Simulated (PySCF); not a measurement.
# Telling isomers of C7H12O apart by NMR

- GFN2-xTB structure
- NMR shieldings at PBE0/pcSseg-1/GIAO
- run in PySCF
- in vacuum, one computed conformer, equivalent nuclei averaged, non-relativistic

Scale: ¹H (σ = 31.72 ppm) and ¹³C (σ = 186.93 ppm) against TMS (reference shieldings calculated alike). Where no couplings were computed, multiplicities follow the n + 1 count of equivalent neighbours, and m marks all less simple cases (inequivalent or close neighbours, rings, F or P nearby). Shifts are as computed. Against solution values, carbons near 30 ppm lie about +3 ppm off and those near 130 ppm about +5 ppm. Of 1211 compounds with measured shifts, 218 miss one by over three times the rms of a fit or turn the order of signals round; such compounds aren't used in these exercises.

(1) Tabulate the signals of `O=CC1CCCCC1`, `COC1=CCCCC1` and their relative energies.

(2) What is the quickest way to tell O=CC1CCCCC1 from COC1=CCCCC1?

Answers

(1) 
| SMILES | carbon types | δC | δH | E rel. (kcal/mol) |
| --- | --- | --- | --- | --- |
| O=CC1CCCCC1 | 2×CH 5×CH2 | 211.1, 51.2, 30.4, 29.0, 26.9 | 10.07 (d, 1H), 2.35 (m, 2H), 2.19 (m, 1H), 1.71 (m, 1H), 1.56 (m, 2H), 1.42 (m, 2H), 1.26 (m, 2H), 1.16 (m, 1H) | 0.0 |
| COC1=CCCCC1 | 1×C 1×CH 4×CH2 1×CH3 | 164.6, 96.7, 55.0, 32.3, 28.1, 26.8, 26.7 | 4.51 (t, 1H), 3.64 (s, 3H), 2.24 (m, 2H), 2.16 (m, 2H), 1.63 (m, 2H), 1.51 (m, 2H) | 14.3 |

Energies are electronic energies at PBE0/pcSseg-1 on these geometries, without zero-point or thermal terms, each for the one conformer computed, which needn't be the lowest.

(2) Count the carbon signals: 5 against 7. The first has an aldehyde carbonyl carbon (CH) at 211.1 ppm, the second an alkene carbon bearing oxygen (C) at 164.6 ppm. In the proton spectra the most deshielded non-exchanging signals are 10.07 (d, 1H) and 4.51 (t, 1H).
